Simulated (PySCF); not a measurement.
AlH2, SMILES [AlH2+], charge +1. The structure is a stationary point at PBE-D3(BJ)/def2-TZVPD. The multiplicity is an assumed one; other spin states were not compared. The isomer is the one that the SMILES or the coordinates give; other isomers of the formula were not compared.

These are PBE-D3(BJ)/def2-TZVPD (PySCF) values and carry that method's errors.

Harmonic wavenumbers (cm⁻¹): 540, 540, 1941, 2041. Rotational constants (GHz): 102.2 (linear); symmetry number 2.

Task: Work out the zero-point energy and the ideal-gas rigid-rotor harmonic-oscillator thermochemistry at 298.15 K and 1 atm.

Result: ZPE = ½ Σ hcν = ½ × 5062 cm⁻¹ = 30.28 kJ/mol. H − E(el) = 39.99 kJ/mol. Entropy in J/(mol K): translation 150.74, rotation 36.70, vibration 4.74, total 192.19. G − E(el) = -17.31 kJ/mol. Cp = 38.93 J/(mol K).
